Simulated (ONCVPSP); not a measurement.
Before and after: ONCV potential for Au

| Item | Value |
| --- | --- |
| Element | Au |
| Generator | ONCVPSP 4.0.1 |
| Type | optimised norm-conserving Vanderbilt (ONCV) |
| Functional | PBEsol |
| Relativity | scalar-relativistic |
| Frozen core | [Kr] 4d10 4f14 |
| Valence charge | 19 |
| Reference configuration | 5s2 5p6 5d10 6s0.5 6p0.5 |
| Partial waves | 5s+6s: rc 1.80 bohr, ncon 3, nbas 6, qcut 6.7 1/bohr, 3 projectors, debl 0.7 Ha; 5p+6p: rc 2.10 bohr, ncon 3, nbas 6, qcut 5.7 1/bohr, 3 projectors, debl 3.8 Ha; 5d: rc 2.05 bohr, ncon 4, nbas 8, qcut 8.3 1/bohr, 2 projectors, debl 2.3 Ha |
| Local potential | polynomial inside 1.55 bohr (lpopt 4, dvloc0 0 Ha) |
| Core correction | none |

All-electron outer shells of the reference configuration (PBEsol, scalar-relativistic, ld1.x):

```json
{"shell": "4d", "level (eV)": "-326.91", "outermost node (bohr)": "0.20", "outermost maximum (bohr)": "0.41"}
{"shell": "5s", "level (eV)": "-109.61", "outermost node (bohr)": "0.48", "outermost maximum (bohr)": "0.84"}
{"shell": "4f", "level (eV)": "-82.35", "outermost node (bohr)": "–", "outermost maximum (bohr)": "0.37"}
{"shell": "5p", "level (eV)": "-60.99", "outermost node (bohr)": "0.52", "outermost maximum (bohr)": "0.96"}
{"shell": "5d", "level (eV)": "-8.05", "outermost node (bohr)": "0.56", "outermost maximum (bohr)": "1.21"}
{"shell": "6s", "level (eV)": "-6.67", "outermost node (bohr)": "1.11", "outermost maximum (bohr)": "2.29"}
{"shell": "6p", "level (eV)": "-1.32", "outermost node (bohr)": "1.32", "outermost maximum (bohr)": "3.47"}
```

Change: reference 5s2 5p6 5d9; waves 5s: rc 1.80 bohr, ncon 3, nbas 6, qcut 6.7 1/bohr, 3 projectors, debl 0.7 Ha; 5p: rc 2.10 bohr, ncon 3, nbas 6, qcut 5.7 1/bohr, 3 projectors, debl 3.8 Ha. In the s channel the program set the typed energies aside and used -4.780, 0.050, 0.750 Ha. In the p channel the program set the typed energies aside and used -2.989, 0.050, 3.850 Ha.

Cutoffs: the cutoffs (Ha) at which the residual kinetic energy of the hardest occupied pseudo-wave falls to 1 and 0.1 mHa per electron; they do not see the model core or the augmentation charge, which bear on the density cutoff. Errors are all-electron minus pseudo energies relative to the spin-unpolarised reference configuration.

What does the change do?

The potential gets neither clearly harder nor softer (21 Ha and 25 Ha → 21 Ha and 25 Ha); the d channel sets the loose cutoff, while the largest relative change is in s, which becomes softer; the number of tests with a reliable result goes from 3 to 4; neither file shows a bound ghost.

| quantity | base | changed |
| --- | --- | --- |
| cutoff, loose | 21 Ha | 21 Ha |
| cutoff, tight | 25 Ha | 25 Ha |
| loose cutoff by channel | s 13 Ha, p 13 Ha, d 21 Ha | s 9.3 Ha, p 13 Ha, d 21 Ha |
| bound ghosts | none | none |
| GHOST(+) flags under 300 eV | none | none |
| largest miss of a reference level, eV | 0.06 | 0.05 |
| tests with a reliable result | 3 of 4 | 4 of 4 |
| s: phases at 1.83 bohr within 0.05 rad from the reference energy up to (Ha; the scan ends near 5) | to the end of the scan | to the end of the scan |
| p: phases at 2.14 bohr within 0.05 rad from the reference energy up to (Ha; the scan ends near 5) | to the end of the scan | to the end of the scan |
| d: phases at 2.09 bohr within 0.05 rad from the reference energy up to (Ha; the scan ends near 5) | to the end of the scan | to the end of the scan |
